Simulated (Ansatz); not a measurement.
Cost and result for the atomization energy of H5NO2Si2 (10 atoms, 9 bonds).

```xyz
10

N     0.285   -1.152    0.756
Si   -1.001    0.283    1.378
O    -1.055    1.112   -0.179
Si   -0.220    0.991   -1.513
O     0.864   -0.063   -1.739
H    -0.181   -2.047    0.654
H     1.031   -1.263    1.434
H     0.215    1.054    1.901
H    -0.639    1.976   -2.525
H     0.701   -0.892   -0.166
```

Charge 0, multiplicity 1. The bonds changed during the relaxation, so this is another structure than the one it started from. All single points use the PBE0-D4/def2-TZVP geometry. It is one conformer, not always the lowest. Program: Ansatz. All runs use 4 threads of an Arm Neoverse V1 on a shared host. Times are those of one run each, without the atoms' runs, and a repeat can differ threefold. Electronic energies, without spin–orbit coupling; frozen cores. CCSD(T)/CBS adds CCSD(T) − MP2 in def2-TZVPP to the MP2 limit, and its time is that of the two runs behind it. T1 = 0.016. B3LYP takes the VWN-RPA correlation (the form of Gaussian; ORCA's B3LYP/G).

CCSD(T)/CBS is a level of theory with its own doubt, some kJ/mol a heavy atom from the limit and from the frozen cores, so smaller differences don't rank the functionals.

| level | functions | atomization (kJ/mol) | difference from CCSD(T)/CBS | per bond |
| --- | --- | --- | --- | --- |
| B3LYP-D4/def2-TZVPP (with forces) | 247 | 3584.7 | -9.5 | -1.1 |
| CCSD(T)/CBS(def2) | – | 3594.2 | 0.0 | 0.0 |
| PBE-D4/def2-TZVPP (with forces) | 247 | 3638.1 | 43.9 | 4.9 |
| PBE0-D4/def2-TZVPP | 247 | 3530.7 | -63.5 | -7.1 |
| ωB97M-V/def2-TZVPP (with forces) | 247 | 3603.8 | 9.6 | 1.1 |
| ωB97X-V/def2-TZVPP | 247 | 3594.1 | -0.1 | 0.0 |
| r2SCAN-D4/def2-TZVPP (with forces) | 247 | 3571.2 | -23.0 | -2.5 |
| B2PLYP/def2-TZVPP | 247 | 3541.8 | -52.4 | -5.8 |
| CCSD(T)/def2-TZVPP | 247 | 3468.4 | -125.8 | -14.0 |
| MP2/def2-QZVPP | 461 | 3627.9 | 33.7 | 3.7 |

(1) Order the runs by time, with rough figures. (Best estimate.)

Results:

(1) Computed: PBE-D4/def2-TZVPP (with forces) 3.1 s; PBE0-D4/def2-TZVPP 3.3 s; B3LYP-D4/def2-TZVPP (with forces) 5 s; r2SCAN-D4/def2-TZVPP (with forces) 6 s; B2PLYP/def2-TZVPP 6.5 s; ωB97X-V/def2-TZVPP 8 s; ωB97M-V/def2-TZVPP (with forces) 13 s; MP2/def2-QZVPP 24 s; CCSD(T)/def2-TZVPP 2.6 min; CCSD(T)/CBS(def2) 3 min.

The D4 term adds +43.6 kJ/mol with B3LYP and +22.6 kJ/mol with PBE0; it sums over pairs of atoms, weighted by their polarisabilities, and B3LYP, whose exchange is more repulsive, gets the larger term. From PBE to PBE0 (25 % exact exchange), in def2-TZVPP and without D4, the atomization energy moves by −103.2 kJ/mol: exact exchange takes away binding that semilocal exchange gives to molecules. In def2-TZVPP, CCSD(T) changes the Hartree–Fock value by +1064.8 kJ/mol (the triples alone add +68.3 kJ/mol) and MP2 by +1148.2 kJ/mol; breaking electron pairs costs correlation energy, which Hartree–Fock lacks.
